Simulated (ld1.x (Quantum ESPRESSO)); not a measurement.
Configuration tests for tantalum (TM)

Ta, norm-conserving Troullier–Martins (Kleinman–Bylander form), made with ld1.x (Quantum ESPRESSO) 7.5 (PBE, fully relativistic). Core [Xe] 4f14, reference 5d3 6s2 6p0. Waves: 6s (bound): rc 2.65 bohr; 6p (bound, empty): rc 3.45 bohr; 5d (bound): rc 2.10 bohr. Local part: the d channel. Core correction: a·sin(br)/r model core inside 1.80 bohr.

Open shells are filled in proportion to 2j + 1 (rel_dist='average').

Energies are relative to the spin-unpolarised reference configuration 5d3 6s2 6p0; without spin polarisation the order of configurations can differ from experiment. Not all tests gave a result: 1 of 7 tests not solved or not reliable. Left out of the table: 5d2 6s2 6p1 (solver errors, printed error -2.4 eV). The d channel is local and has no spin–orbit splitting in the pseudo-atom.

Question: Give the all-electron excitation energy and the error of the potential for: 5d3 6s1 6p0; 5d3 6s0 6p0; 5d2 6s0 6p0; 5d3.5 6s1.5 6p0; 5d2 6s2 6p0; 5d1 6s0 6p0.

Answer:

| valence configuration | charge | ΔE all-electron (eV) | error AE − PS (meV) |
| --- | --- | --- | --- |
| 5d3 6s1 6p0 | +1 | 8.471 | -8.1 |
| 5d3 6s0 6p0 | +2 | 23.445 | -41 |
| 5d2 6s0 6p0 | +3 | 47.037 | -148 |
| 5d3.5 6s1.5 6p0 | 0 | 0.987 | -17 |
| 5d2 6s2 6p0 | +1 | 7.683 | -47 |
| 5d1 6s0 6p0 | +4 | 82.054 | -673 |

Levels in the configuration 5d1 6s0 6p0:

| level | all-electron (eV) | pseudo (eV) |
| --- | --- | --- |
| 5d j=3/2 | -41.673 | -41.920 |
| 5d j=5/2 | -40.730 | -41.920 |

These tests converged, but a pseudo level misses the all-electron one widely, so the file describes the atom poorly there or has found another state: 5d3 6s0 6p0: empty 6p by 3.3 eV; 5d1 6s0 6p0: empty 6s by 5.9 eV.

Note: ghost states, extra bound levels that the all-electron valence spectrum of the same l lacks: s at -43.5 eV, p3/2 at -8.5 eV, p1/2 at -1.25 eV. A true bound ghost makes a file unfit for plane-wave use. The potential misses its own reference levels by up to 0.4 eV.
